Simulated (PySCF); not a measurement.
## KS: one state, many levels of theory

State: ²Π (doublet), unpaired electrons π ↑. Set-up: PySCF, spin-free X2C with a Gaussian nucleus, basis sets K x2c-TZVPPall, S x2c-TZVPPall. De refers to K + S in their high-spin ground configurations, without counterpoise correction. The functionals are run spin-unrestricted. A positive dipole means K(−)S(+).

```
      Level  Re (Å)  ωe (cm⁻¹)  De (eV)   μ (D)  CPU s a point (SCF and correlation, without the integrals)
        UHF   2.896        248     1.54  -11.10                                                        0.45
    UHF-MP2   2.846        258     2.40     n/a                                                         0.8
UHF-SCS-MP2   2.856        255     2.42     n/a                                                         n/a
   UHF-CCSD   2.855        256     2.33     n/a                                                         n/a
UHF-CCSD(T)   2.853        256     2.38     n/a                                                          27
        LDA   2.779        262     2.97   -9.20                                                        0.73
        PBE   2.837        247     2.65   -9.38                                                           1
       TPSS   2.843        247     2.73   -9.74                                                         1.4
     r²SCAN   2.843        252     2.73  -10.19                                                         1.4
      TPSSh   2.839        250     2.70   -9.96                                                         1.7
       PBE0   2.828        254     2.59  -10.01                                                         1.7
     M06-2X   2.831        262     2.74  -10.27                                                         1.7
    ωB97X-V   2.833        258     2.80  -10.44                                                         4.3
```

The bond length runs from 2.779 Å (LDA) to 2.896 Å (UHF). De spans 1.54 eV (UHF, mean field) to 2.97 eV (LDA, local density). Correlation at CCSD(T) changes the Hartree–Fock bond energy by +0.84 eV; the triples alone change it by +0.05 eV.

Correlated steps freeze 10 core orbitals. The state was picked by a PBE0 search and need not be the measured ground state.

The whole job (state search and all levels along the bond) took about 7.3 min on 1 thread of Arm Neoverse V2 (shared host), peak memory 1.7 GiB.
